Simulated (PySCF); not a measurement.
Excitation energy of Xe by level of theory

Xe [Xe] (1S) → Xe [Kr] 4d10 5s1 5p6 6s1 (3S), as a difference of total energies. All numbers are calculated (PySCF 2.14, scalar relativity through the core potential, in aug-cc-pVQZ-PP with ECP28MDF (7s7p5d3f2g, 92 functions)). Correlated levels: valence: 4s2 4p6 4d10 frozen. The calculations carry no spin-orbit coupling.

```
           method  excitation energy (eV)
              UHF                  23.083
              LDA                  20.841
              PBE                  20.689
             PBE0                  21.516
           r2SCAN                  21.444
             BLYP                  20.604
            B97-3                  21.624
             TPSS                  21.047
           M06-2X                  21.871
    MP2 (valence)                  21.952
SCS-MP2 (valence)                  21.831
```

Task: How much does correlation contribute at MP2 (valence)?

Result: 21.952 − (23.083) = -1.131 eV, measured against UHF.

The upper state lies above the first ionisation limit, where it may autoionise and the basis confines it. A Rydberg-like electron needs more diffuse functions than a valence basis has.

The promoted electron is Rydberg-like, and one or two diffuse shells describe it only roughly, which tends to raise the upper state.
